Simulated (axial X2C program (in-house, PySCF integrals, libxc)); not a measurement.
## KSr: cheaper levels and CCSD(T), 2c

Computed with an axial X2C code built on PySCF integrals. Two-component (2c) means X2C with spin–orbit coupling and atomic mean-field two-electron Coulomb and Gaunt terms. Basis: Sr dyall-cv3z [13s12p8d5f1g], K dyall-cv3z [11s12p6d3f] (cores contracted in-house); Gaussian nuclei, density fitting, unrestricted open shells. Masses: Sr 87.906 u, K 38.964 u.

State: Ω = 1/2 (⟨Sz⟩ = 0.50, ⟨Lz⟩ = 0.00 at HF); fragments Sr + K.

```json
{"level": "PBE0", "Re (Å)": "4.448", "ωe (cm⁻¹)": "60.1", "De (eV)": "0.209"}
{"level": "MP2", "Re (Å)": "4.535", "ωe (cm⁻¹)": "46.6", "De (eV)": "0.032"}
{"level": "CCSD", "Re (Å)": "4.548", "ωe (cm⁻¹)": "49.2", "De (eV)": "0.128"}
{"level": "BP86", "Re (Å)": "4.447", "ωe (cm⁻¹)": "57.6", "De (eV)": "0.185"}
```

Correlated methods: 11 electrons correlated (number of frozen shells: Sr 4 s, 3 p, 1 d; K 2 s, 1 p), 303 virtual spin orbitals or spinors in MP2, 90 natural virtuals in coupled cluster.

CCSD(T), same Hamiltonian and basis:

Re = 4.468 Å, ωe = 54.8 cm⁻¹, De = 0.14 eV; T1 = 0.038 (Lee–Taylor normalisation).

(1) Give the differences from CCSD(T) in the columns below.

Occupations by symmetry block were frozen at the best pattern of an incomplete PBE0 search. De is counted from the lowest determinant-based energies of the atoms at the same level, without counterpoise correction. Density functionals use the spin component along the axis (collinear). Coupled cluster ran in a truncated set of natural virtual spinors; the MP2 energy of the rest was added. (T) has no such correction and the atoms are truncated less, which lowers De at CCSD(T) by a hundredth of an eV or more. The outer-core s and p shells of the metal are frozen in the correlated rows, which leaves out core–valence correlation; for alkali and alkaline-earth bonds that tends to lengthen them. The determinant is spin-polarised beyond a pure state at some levels (its spin-free form has ⟨S²⟩ too high), which makes Re and μ there less reliable. With the outer-core shells frozen, correlated bond lengths of heavy atoms tend to come out a few hundredths of an ångström too long. The levels of this run spread widely (ωe from 47 to 60 cm⁻¹), so these constants depend on the method. The bond is weak, and without diffuse functions and with truncated virtuals even CCSD(T) can be tens of per cent off in De.

## Answers

(1) 

```tsv
level	ΔRe (Å)	Δωe (cm⁻¹)
PBE0	-0.020	5.3
MP2	0.067	-8.2
CCSD	0.080	-5.6
BP86	-0.021	2.8
```
